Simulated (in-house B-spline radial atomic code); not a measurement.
As. Computed with a B-spline radial atomic code. Model: non-relativistic spherical atom: semilocal Troullier-Martins pseudo-atom, one channel per l, against all electrons, high spin, G0W0 and RPA with empty states to l = 8, local potential for every l without a channel, a model core (radius 0 = none) keeps its share of the functional.

What the tables leave out is listed at the end.

The pseudopotential gives back the lowest level of each angular momentum of its own functional in the configuration it was made in; a second state of the same l is only approximately right. Exact exchange, RPA and GW see the smooth pseudo-orbitals and miss the exchange with the core, for which the functional's share stands in. The column with an uncorrelated core keeps all orbitals and exact exchange, and so separates missing core correlation from pseudisation. Only the three outermost levels and the lowest empty one were computed. RPA here is direct RPA, with no exchange kernel, and its energies carry an (l + 1/2)⁻⁴ tail. A hybrid on a potential with a model core restores only its own semilocal share of the core's exchange.

Command:
```bash
python run_psgw.py task.json out
```
Settings (lengths in bohr, energies in hartree):
```
Z                      33
electrons              33
configuration          [Ar] 3d10 4s2 4p3
generated_in           [Ar] 3d10 4s2 4p3
functional             pbe,pbe
core_shells            5
radius_factor          1.15
core_correction        True
```

Run time, properties included: 22 s on 1 thread of Arm Neoverse V2, with other jobs on the host.

Given: made with PBE; model core radius 0.297 bohr; local radius 1.754 bohr; mean-field start PBE.

Valence shells of the generating configuration: 3d, 4s, 4p.

Channel: s 1.91, p 2.306, d 1.657 (radii in bohr).

Computed: largest level miss in the spin-unpolarised generating configuration 0 eV; valence RPA correlation energy pseudo -1.0702 hartree; all-electron RPA polarisability, core included 27.777 bohr³; pseudo-atom RPA polarisability 27.587 bohr³.

```csv
level,occupied,mean-field all-electron (eV),mean-field pseudo minus all (eV),G0W0 all-electron (eV),G0W0 uncorrelated core minus all (eV),G0W0 pseudo minus all (eV),exchange self-energy all-electron (eV),exchange self-energy pseudo (eV)
4p up,1,-5.9554,0.003,-9.6681,-0.032,-0.24,-16.345,-15.725
4p down (empty),0,-3.6564,-0.022,-1.1089,-0.026,-0.222,-4.3055,-3.7356
```

What is the valence RPA correlation energy all-electron orbitals?

-0.88908 hartree.

Given: mean-field start PBE0.

Computed: valence RPA correlation energy pseudo -1.0362 hartree; all-electron RPA polarisability, core included 23.291 bohr³; pseudo-atom RPA polarisability 22.443 bohr³.

```
          level  occupied  mean-field all-electron (eV)  mean-field pseudo minus all (eV)  G0W0 all-electron (eV)  G0W0 uncorrelated core minus all (eV)  G0W0 pseudo minus all (eV)  exchange self-energy all-electron (eV)  exchange self-energy pseudo (eV)
          4p up         1                       -7.1338                            -0.077                 -9.9925                                 -0.033                      -0.265                                  -16.38                           -16.055
        4s down         1                       -13.452                             0.011                 -16.339                                 -0.034                      -0.375                                 -16.195                           -14.866
4p down (empty)         0                       -2.6294                            -0.056                -0.81084                                 -0.021                      -0.116                                 -3.9153                           -3.5423
```

What is the valence RPA correlation energy all-electron orbitals?

-0.84604 hartree.

Among the listed levels the largest G0W0 shift of the pseudo-atom is -0.38 eV, for 4s down on the PBE0 start, while leaving the core uncorrelated moves that level by -0.03 eV. So pseudisation and the lost core exchange, not the missing core correlation, make the error. Not in the tables (levels of low weight, unsolved or above zero; the highest and the empty levels are kept at any weight): on PBE the G0W0 levels 4s down (pseudo minus all -0.42 eV, weights 0.71 and 0.74), 4s up (pseudo minus all -0.09 eV, weights 0.05 and 0.06); on PBE0 the G0W0 levels 4s up (pseudo minus all -0.16 eV, weights 0.32 and 0.34); no Hartree-Fock pseudo-atom is run with a model core.
